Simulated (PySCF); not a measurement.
PySCF input (M06-L/def2-TZVPD):

```python
from pyscf import gto, scf, dft

mol = gto.M(
    atom='''
    Si   -0.00897005   -0.01185831    1.03191828
    Cl    1.13086683    1.29297351   -0.40030734
    Cl   -1.12347973   -1.28320784   -0.44950771
    ''',
    basis='def2-tzvpd',
    charge=-1,
    spin=1,
    verbose=4,
)

mf = dft.UKS(mol, xc='m06l').density_fit(auxbasis='def2-universal-jkfit')
mf.grids.level = 4
mf.conv_tol = 1e-9
mf.max_cycle = 100
mf.max_memory = 1500
mf.kernel()
if not mf.converged:
    mf = mf.newton()
    mf.kernel(mf.make_rdm1())
for _ in range(2):
    mo, _, stable, _ = mf.stability(return_status=True)
    if stable:
        break
    mf.kernel(mf.make_rdm1(mo, mf.mo_occ))
mf.analyze()
```

End of the output:

```
Extra cycle  E= -1210.01373276199  delta_E= 2.27e-13  |g|= 3.2e-06  |ddm|= 1.86e-05
converged SCF energy = -1210.01373276199  <S^2> = 0.75702105  2S+1 = 2.0070088
uhf_internal: lowest eigs of H = [0.23625962 0.24133715 0.25812418]
<class 'pyscf.df.df_jk.DFUKS'> wavefunction is stable in the internal stability analysis
**** SCF Summaries ****
Total Energy =                       -1210.013732761989104
Nuclear Repulsion Energy =             156.724302664141845
One-electron Energy =                -1995.360879806751655
Two-electron Energy =                  628.622844380620904
Two-electron Coulomb Energy =          706.254118070900859
DFT Exchange-Correlation Energy =      -77.631273690279926
HOMO-LUMO gap [eV] =                     1.306424115096401
**** MO energy ****
                             alpha | beta                alpha | beta
MO #1   energy= -100.96918771864   | -100.968822885816  occ= 1 | 1
MO #2   energy= -100.969168575928  | -100.968803947796  occ= 1 | 1
MO #3   energy= -65.663235219494   | -65.659638039041   occ= 1 | 1
MO #4   energy= -9.19910996047882  | -9.19885102564737  occ= 1 | 1
MO #5   energy= -9.19909282031199  | -9.19883404104459  occ= 1 | 1
MO #6   energy= -6.90391522793539  | -6.9037420963978   occ= 1 | 1
MO #7   energy= -6.90389864585664  | -6.90372587963831  occ= 1 | 1
MO #8   energy= -6.90015977232754  | -6.8995642446378   occ= 1 | 1
MO #9   energy= -6.90014266825667  | -6.8995461202346   occ= 1 | 1
MO #10  energy= -6.89980917609466  | -6.89912339369017  occ= 1 | 1
MO #11  energy= -6.89979076206254  | -6.89910645591258  occ= 1 | 1
MO #12  energy= -5.07107114300305  | -5.06882012851931  occ= 1 | 1
MO #13  energy= -3.38315592841344  | -3.38103054357208  occ= 1 | 1
MO #14  energy= -3.38039864744621  | -3.37841335265813  occ= 1 | 1
MO #15  energy= -3.37985355204255  | -3.3725034928702   occ= 1 | 1
MO #16  energy= -0.587452939416708 | -0.584745836915966 occ= 1 | 1
MO #17  energy= -0.573513962154264 | -0.571579253307926 occ= 1 | 1
MO #18  energy= -0.260464513089449 | -0.243604697343919 occ= 1 | 1
MO #19  energy= -0.162865540002677 | -0.159563920666645 occ= 1 | 1
MO #20  energy= -0.128095406678184 | -0.12499927764204  occ= 1 | 1
MO #21  energy= -0.124695419985186 | -0.11717757145938  occ= 1 | 1
MO #22  energy= -0.105499103996053 | -0.102474100229493 occ= 1 | 1
MO #23  energy= -0.0953879774617898 | -0.094218193095923 occ= 1 | 1
MO #24  energy= -0.0636434520028146 | -0.0473030662446767 occ= 1 | 1
MO #25  energy= 0.0477040503116193 | 0.0957142514140621 occ= 1 | 0
MO #26  energy= 0.131702436083033  | 0.130347152059636  occ= 0 | 0
MO #27  energy= 0.135742021410618  | 0.134784010025125  occ= 0 | 0
MO #28  energy= 0.148221015326517  | 0.154903131024371  occ= 0 | 0
MO #29  energy= 0.161294935143953  | 0.16353312967131   occ= 0 | 0
MO #30  energy= 0.172801564241831  | 0.170521768968749  occ= 0 | 0
MO #31  energy= 0.174982000028988  | 0.177266262923239  occ= 0 | 0
MO #32  energy= 0.189238898225951  | 0.188963764347566  occ= 0 | 0
MO #33  energy= 0.191861879310464  | 0.189344967690777  occ= 0 | 0
MO #34  energy= 0.204171940025679  | 0.192768930608049  occ= 0 | 0
MO #35  energy= 0.251447872816756  | 0.251845686787538  occ= 0 | 0
MO #36  energy= 0.258107370140294  | 0.259148759313827  occ= 0 | 0
MO #37  energy= 0.277644356040354  | 0.272257483312797  occ= 0 | 0
MO #38  energy= 0.291742334779395  | 0.285282147662703  occ= 0 | 0
MO #39  energy= 0.297286478509883  | 0.297661801329163  occ= 0 | 0
MO #40  energy= 0.321006354611294  | 0.31972626444247   occ= 0 | 0
MO #41  energy= 0.336857776791949  | 0.327306341939449  occ= 0 | 0
MO #42  energy= 0.346649848739985  | 0.344956874429698  occ= 0 | 0
MO #43  energy= 0.363356496326903  | 0.360307730215765  occ= 0 | 0
MO #44  energy= 0.366563456294307  | 0.365890471826606  occ= 0 | 0
MO #45  energy= 0.375380580719338  | 0.377221474092344  occ= 0 | 0
MO #46  energy= 0.384685375111099  | 0.39030713940275   occ= 0 | 0
MO #47  energy= 0.392551176890339  | 0.390775755926028  occ= 0 | 0
MO #48  energy= 0.393144235506387  | 0.391430081431991  occ= 0 | 0
MO #49  energy= 0.395919666153688  | 0.396637009055163  occ= 0 | 0
MO #50  energy= 0.414129277188038  | 0.411084247658636  occ= 0 | 0
MO #51  energy= 0.419292089065905  | 0.426975283926454  occ= 0 | 0
MO #52  energy= 0.427631850575677  | 0.427705852216138  occ= 0 | 0
MO #53  energy= 0.487975399746368  | 0.495529380087568  occ= 0 | 0
MO #54  energy= 0.530071210811631  | 0.551825047644796  occ= 0 | 0
MO #55  energy= 0.538603882131952  | 0.553867229401194  occ= 0 | 0
MO #56  energy= 0.543756688152961  | 0.560330515590929  occ= 0 | 0
MO #57  energy= 0.565163028817755  | 0.565551236217527  occ= 0 | 0
MO #58  energy= 0.571153117261172  | 0.575479392219469  occ= 0 | 0
MO #59  energy= 0.599005497304589  | 0.598988432538932  occ= 0 | 0
MO #60  energy= 0.648736232619427  | 0.654226410597573  occ= 0 | 0
MO #61  energy= 0.689859808970574  | 0.682276163249092  occ= 0 | 0
MO #62  energy= 0.690256766285578  | 0.684034704625143  occ= 0 | 0
MO #63  energy= 0.714120249669449  | 0.71183543335297   occ= 0 | 0
MO #64  energy= 0.730404083595252  | 0.730032720356762  occ= 0 | 0
MO #65  energy= 0.765376357365111  | 0.766793606030029  occ= 0 | 0
MO #66  energy= 0.772629946696746  | 0.772068209624422  occ= 0 | 0
MO #67  energy= 0.781435385788103  | 0.780224193997251  occ= 0 | 0
MO #68  energy= 0.795276222004298  | 0.794575305106854  occ= 0 | 0
MO #69  energy= 0.796339189551814  | 0.795246593879262  occ= 0 | 0
MO #70  energy= 0.797246620542335  | 0.803301422759956  occ= 0 | 0
MO #71  energy= 0.800016993081096  | 0.803806456446873  occ= 0 | 0
MO #72  energy= 0.814028047783335  | 0.818508615869783  occ= 0 | 0
MO #73  energy= 0.835863758462924  | 0.843068557329854  occ= 0 | 0
MO #74  energy= 0.866821086220728  | 0.870917584632192  occ= 0 | 0
MO #75  energy= 0.903233326781628  | 0.902711767299799  occ= 0 | 0
MO #76  energy= 0.948069196354556  | 0.946759364607058  occ= 0 | 0
MO #77  energy= 1.20509725968305   | 1.21105379258124   occ= 0 | 0
MO #78  energy= 1.21762235397024   | 1.24412152408808   occ= 0 | 0
MO #79  energy= 1.22263663213097   | 1.25420109084922   occ= 0 | 0
MO #80  energy= 1.23697266204763   | 1.25507869147253   occ= 0 | 0
MO #81  energy= 1.23942863683933   | 1.25808897431632   occ= 0 | 0
MO #82  energy= 1.24843597181125   | 1.26283179740633   occ= 0 | 0
MO #83  energy= 1.29032006812897   | 1.30219331682757   occ= 0 | 0
MO #84  energy= 1.31712973551536   | 1.32073050531144   occ= 0 | 0
MO #85  energy= 1.34954359518181   | 1.37577483776276   occ= 0 | 0
MO #86  energy= 1.37669015788024   | 1.42748166967658   occ= 0 | 0
MO #87  energy= 1.41900630895781   | 1.4427432966821    occ= 0 | 0
MO #88  energy= 1.42435323130116   | 1.45165313427067   occ= 0 | 0
MO #89  energy= 1.4972860321299    | 1.51712004142784   occ= 0 | 0
MO #90  energy= 1.51722309356569   | 1.52367037317191   occ= 0 | 0
MO #91  energy= 1.52825675215428   | 1.53889373740018   occ= 0 | 0
MO #92  energy= 1.94564651793253   | 1.94194317737324   occ= 0 | 0
MO #93  energy= 2.02706485661975   | 2.02676024873798   occ= 0 | 0
MO #94  energy= 2.16883366139988   | 2.17272484680588   occ= 0 | 0
MO #95  energy= 2.17386876036653   | 2.17760297428877   occ= 0 | 0
MO #96  energy= 2.17558353903118   | 2.17965017778308   occ= 0 | 0
MO #97  energy= 2.18476363433588   | 2.18868081946157   occ= 0 | 0
MO #98  energy= 2.21490878941318   | 2.21482630199257   occ= 0 | 0
MO #99  energy= 2.22178442811967   | 2.22587796402419   occ= 0 | 0
MO #100 energy= 2.23049072078875   | 2.23207990064112   occ= 0 | 0
MO #101 energy= 2.23146814811002   | 2.23435169599961   occ= 0 | 0
MO #102 energy= 2.25445758492107   | 2.2560223068299    occ= 0 | 0
MO #103 energy= 2.26011305928708   | 2.2612287419759    occ= 0 | 0
MO #104 energy= 2.31482075192101   | 2.31894475543875   occ= 0 | 0
[...]
```
